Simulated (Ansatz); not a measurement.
Reactions of CH8N2Si (`CN[SiH2]N`).

Program: Ansatz. Geometries: PBE0-D4/def2-TZVP. ΔE: electronic, gas phase. CBS: MP2 limit from def2 TZ/QZ plus the TZ coupled-cluster correction, frozen cores. This one scheme is used for every species. Functionals use def2-TZVPP. For Br, Ge outer-core shells are correlated without core-valence functions, which leaves a few kJ/mol of doubt a bond. Scalar relativity is left out up to krypton. Each species was taken in one conformer, which may not be the lowest.

```
                                                            reaction  CCSD(T)/CBS(def2) (eV)
                 `CN[SiH2]N` + `OB(Br)Br` → `CN[SiH2]O` + `NB(Br)Br`                   -0.46
           `CN[SiH2]N` + `N[SiH](O)F` → `N[SiH2]O[SiH](N)F` + CH₃NH₂                   -0.67
         `CN[SiH2]N` + `C#C[SiH2]CCl` → `C#C[SiH2]N` + `CN[SiH2]CCl`                    0.04
`CN[SiH2]N` + `[NH2][GeH2][NH2]` → `N[SiH2][NH][GeH2][NH2]` + CH₃NH₂                       ?
```

Problem. Fill in the missing values. (Estimate.)

Solution. Computed: `CN[SiH2]N` + `[NH2][GeH2][NH2]` → `N[SiH2][NH][GeH2][NH2]` + CH₃NH₂: -0.15 eV.

Largest T1 diagnostic: 0.012, for `C#C[SiH2]N`.
